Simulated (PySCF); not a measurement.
Electron correlation in Cd⁺ (cadmium, charge +1)

[Kr] 4d10 5p1, 2P determinant (an excited configuration). All numbers are calculated (PySCF 2.14, the spin-free X2C one-electron Hamiltonian (Gaussian nucleus), in x2c-TZVPPall (8s6p6d2f1g, 79 functions)). Frozen: [Ar] 3d10; 19 electrons correlated.

```
  level  correlation energy (mhartree)
   CCSD                        -615.33
    (T)                         -13.85
CCSD(T)                        -629.18
```

Diagnostics: T1 = 0.0095, D1 = 0.0522, largest double amplitude 0.026.

Cost of the coupled-cluster step: of the order of 50 core-seconds, for 19 correlated electrons.

The basis was made for the ground configuration and has no added diffuse functions, which can raise the energy of the promoted electron.

This basis was not built for core-valence correlation, so the inner-shell part is incomplete.
